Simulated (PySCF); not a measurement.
# F3GaH2O: core ionisation energies

Ga(H2O)F3.
Cartesian coordinates in Å at the PBE0-D3(BJ)/def2-SVP level; atoms count from 1:
```
atom  x, y, z in Å
Ga1    0.0789   -0.0343   -0.8731
O2     0.2774   -0.0005    1.1617
H3    -0.2822   -0.7072    1.5191
H4    -0.0927    0.8388    1.4760
F5     1.6690   -0.2695   -1.5365
F6    -0.6277    1.5692   -0.9132
F7    -1.0229   -1.3964   -0.8341
```

Method: delta-SCF UKS SCAN, pcX-2 on the ionised atom, pcseg-1 elsewhere, spin-free X2C (PySCF 2.14.0). Binding energies are ΔSCF values: E(core-ionised, relaxed orbitals) − E(ground state) at a fixed geometry, referred to the vacuum level.

Task: Give the core binding energies atom by atom.

Result: 
| atom(s) | bonded to | level | binding energy (eV) | count |
| --- | --- | --- | --- | --- |
| O2 | 2 H and Ga | O 1s | 542.62 | 1 |
| F5 | Ga | F 1s | 691.56 | 1 |

Task: What is the longest wavelength that can ionise F 1s of F5 vertically?

Result: λ = hc/E = 12398.42 eV Å / 691.56 eV = 17.928 Å.

Task: Give the binding energy of F 1s of F5 in hartree and in kJ/mol.

Result: 691.56 eV = 25.4144 Eh = 66725 kJ/mol.

The list is incomplete; no value stands for F 1s of F6, F7. No level of gallium is listed. Isolated species at its PBE0-D3(BJ)/def2-SVP geometry, gas phase.

Time: 6.0 s; peak memory 0.35 GiB. Hardware: one thread, Arm Neoverse V2 (aarch64), shared host with 192 logical CPUs at a one-minute load of 69.
